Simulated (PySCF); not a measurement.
The group X on allyl-X is varied. Isolated molecules, 0 K electronic values unless said otherwise. One relaxed conformer stands for each flexible species; it need not be the lowest. Strings in code marks are SMILES.

The four lowest singlet excitations (Tamm–Dancoff). The numbers are results of B3LYP-D3(BJ)/def2-TZVP run with PySCF 2.14.0, not measurements. B3LYP has the VWN-RPA correlation part, as in Gaussian. Excitations are Tamm–Dancoff values on a coarser integration grid. The basis has no diffuse functions, so Rydberg states are missing or too high.

| state | energy (eV) | wavelength (nm) | oscillator strength |
|---|---|---|---|
| S1 | 4.50 | 275 | 0.001 |
| S2 | 5.96 | 208 | 0.001 |
| S3 | 6.57 | 189 | 0.002 |
| S4 | 7.11 | 174 | 0.053 |

Task: Which member gives these states?
A) `C=CCCF` (C–C–C–C torsion 116°, C–C–C–F torsion 176°)
B) `BCC=C`
C) `C=CCC=S` (C–C–C–C torsion -118°, C–C–C–S torsion 126°)
D) `C=C[CH2][GeH3]` (C–C–C–Ge torsion 106°)

Result: B, `BCC=C`
